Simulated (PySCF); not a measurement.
A GIAO shielding run with PySCF (density fitting, non-relativistic, gas phase) on `CCC1(CF)[SiH2]P[SiH2]1`, C$_{4}$H$_{12}$FPSi$_{2}$:

```
$ OMP_NUM_THREADS=1 python probes_run.py task.json out

{"job": {"kind": "nmr", "xc": "PBE0", "basis": "pcSseg-1"}, "charge": 0, "multiplicity": 1}
C      2.209193    -0.605304     0.641243
C      1.276914    -0.373983    -0.544386
C     -0.100607     0.160041    -0.157606
C      0.032851     1.495388     0.550048
F     -1.218575     2.027549     0.789783
Si    -1.318494     0.322444    -1.662931
P     -2.854447    -1.009048    -0.677100
Si    -1.199787    -1.072783     0.860240
H      1.712178    -1.200143     1.404648
H      3.101300    -1.136691     0.317463
H      2.522793     0.335961     1.085314
H      1.141186    -1.321127    -1.072354
H      1.753099     0.322386    -1.242233
H      0.567546     2.231042    -0.063271
H      0.513688     1.411839     1.530419
H     -1.715585     1.699550    -1.939376
H     -0.756808    -0.304865    -2.861102
H     -3.543031     0.026131    -0.076894
H     -0.608691    -2.411295     0.914473
H     -1.519870    -0.586414     2.200588
```

Hardware: 1 thread of an Arm Neoverse N1, shared host. The job also computes population analyses, field gradients, ring-centre shieldings.

**Question.** How large is the calculation?

**Answer.** 88 electrons, 217 basis functions and 1196 auxiliary functions.

**Question.** How long does it take, and how much memory does it need?

**Answer.** 74 s of wall time, with 12 SCF cycles and 4 response iterations; peak memory 1 GiB. Times on a shared host scatter by some tens of per cent.
